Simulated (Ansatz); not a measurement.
diselenium (Se$_{2}$), triplet, at a GFN2-xTB geometry; PBE0/aug-cc-pVDZ run with Ansatz (a quantum-chemistry and plane-wave program).

Ansatz was given this input:
Ansatz 0.2 input:
```yaml
crystal:
  periodic: [false, false, false]
  atoms:
    - {symbol: Se, position_ang: [-0.00000000, -0.00000000, -1.08303360]}
    - {symbol: Se, position_ang: [0.00000000, 0.00000000, 1.08303360]}
basis:
  gaussian:
    orbitals: aug-cc-pVDZ
hamiltonian:
  xc: pbe0
magnetization: {spin_polarized: true, initial_magnetization: 2}
accuracy: high
```

Problem. Write the output that Ansatz gives for this input, abridged.

Solution. 
```
Functional definition: PBE0
1305 factors; integrals over basis functions are off by at most 4.6e-9 eV
mean field evaluation 1: about -130682.3480 eV, gradient 2.9e0 eV
mean field evaluation 2: about -130682.4173 eV, gradient 1.6e0 eV
mean field evaluation 4: about -130682.4322 eV, gradient 5.4e-1 eV
mean field evaluation 8: about -130682.4903 eV, gradient 1.2e-2 eV
mean field evaluation 16: about -130682.4903 eV, gradient 6.0e-7 eV
mean field -130682.49034647 eV, -4802.4929404592 hartree, gradient 3.5e-9 eV, S^2 2.008119; 0 other end points of the search recorded, 0 dependent functions left out
reference -130682.49034953 eV, -4802.4929405717 hartree; 35, 33 occupied and 37, 39 virtual orbitals, 1305 factors
Total energy: -130682.49034953 eV, -4802.4929405717 hartree
```
